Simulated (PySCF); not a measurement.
An unknown gives this computed stick spectrum. Method: TDDFT CAM-B3LYP/def2-SVPD, vertical, gas phase, core orbitals frozen in the response (PySCF 2.14.0, density-fitted response routines). Geometries: PBE0-D3(BJ)/def2-SVP, one conformer each. Relativistic effects are left out although some hold elements past zinc.

| state | λ (nm) | f |
| --- | --- | --- |
| S1 | 182.9 | 0.0054 |
| S2 | 175.8 | 0.271 |
| S3 | 169.3 | 0.0043 |
| S4 | 166.9 | 0.012 |
| S5 | 166.6 | 0.0085 |
| S6 | 164.8 | 0.016 |
| S7 | 163.5 | 0.0031 |
| S8 | 162.4 | 0.034 |
| S9 | 160.5 | 0.0093 |
| S10 | 158.5 | 0.0020 |

Triplets computed (Tamm–Dancoff): 4.32, 6.65, 6.86, 7.06 eV.

Orbital energies (eV): HOMO-3 -10.16, HOMO-2 -9.61, HOMO-1 -9.32, HOMO -8.46, LUMO 1.07, LUMO+1 1.26, LUMO+2 1.35.

Task: Which structure fits?
A. `[C@@H]1(C(=C)C)[GeH2][CH2]C=C1`
B. `C[N]([GeH3])CB(O)O`
C. `CCC[C]1=CC=[CH][GeH2]1`
D. `C(C[O][GeH2][O]C)(C)=C`

Result: D. Its S1, at 6.78 eV, is the highest among the candidates; the nearest of the others has S1 at 6.36 eV. S1 is HOMO→LUMO (60%), HOMO→LUMO+1 (31%). Löwdin shares by element: HOMO carbon 82% or more (atoms not listed hold the other 18%); LUMO germanium 24%, carbon 16% or more, hydrogen 7% or more (atoms not listed hold the other 53%). At the same level the other candidates give, for their lowest levels:
- `C[N]([GeH3])CB(O)O`: 239 nm (f 0.019); 214 nm (f 0.013); 207 nm (f 0.016); 192 nm (f 0.005); 190 nm (f 0.004); HOMO -7.25, LUMO 0.44 eV
- `CCC[C]1=CC=[CH][GeH2]1`: 279 nm (f 0.103); 224 nm (f 0.000); 200 nm (f 0.003); 199 nm (f 0.004); 195 nm (f 0.001); T1 2.71 eV; HOMO -7.69, LUMO -0.16 eV
- `C=C(C)[C@H]1C=C[CH2][GeH2]1`: 195 nm (f 0.017); 191 nm (f 0.081); 187 nm (f 0.228); 182 nm (f 0.056); 180 nm (f 0.012); T1 4.20 eV; HOMO -7.96, LUMO 1.12 eV

The values belong to the conformer `[CH2:1]=[C:2]([CH3:3])[CH2:4][O:5][GeH2:6][O:7][CH3:8]`: C1–C2–C4–O5 -2°, C2–C4–O5–Ge6 -97°, C4–O5–Ge6–O7 80°, O5–Ge6–O7–C8 -81°.
